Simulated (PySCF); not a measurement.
# Spinor energies of Dy(63+) (dysprosium, charge +63)

Start: [He] 2s1; 2s1/2 filled at m_j = +1/2. Calculated with PySCF 2.14 in an even-tempered Gaussian basis (17 s from 47 bohr⁻², ratio 2.4; 13 p from 60 bohr⁻², ratio 2.4; 5 d from 190 bohr⁻², ratio 2.6; 4 f from 280 bohr⁻², ratio 2.6): generalised Hartree-Fock with the X2C-1e Hamiltonian and a Gaussian nucleus; one run each with spin-orbit coupling (SO) switched off, then screened by Boettger's factors.

```csv
spinor shell,electrons,"ε, spin-free (eV)","ε, screened SO (eV)",weight of nominal j (screened SO),"rms radius, screened SO (bohr)"
1s1/2,2,-61480.5,-61480.5,1.000,0.0238
2s1/2,1,-15245.5,-15245.5,1.000,0.0919
```

```
   quantity    spin-free  screened SO
E (hartree)  -5155.06686  -5155.06686
        M_J          1/2          1/2
       ⟨J²⟩        0.750        0.750
       ⟨L²⟩        0.000        0.000
       ⟨S²⟩        0.750        0.750
```

Each row is a mean over spinors that exchange with the open shell spreads, by up to 54.774 eV (1s1/2).

Breit and QED terms are absent; they matter most for the inner s and p1/2 levels.

Densities and radii are taken from the X2C orbitals without a picture-change correction, which distorts them close to the nucleus.

Without spin-orbit coupling the j labels of p, d and f shells carry no meaning; the spin-free column gives the mean over the occupied spinors of each nl shell.
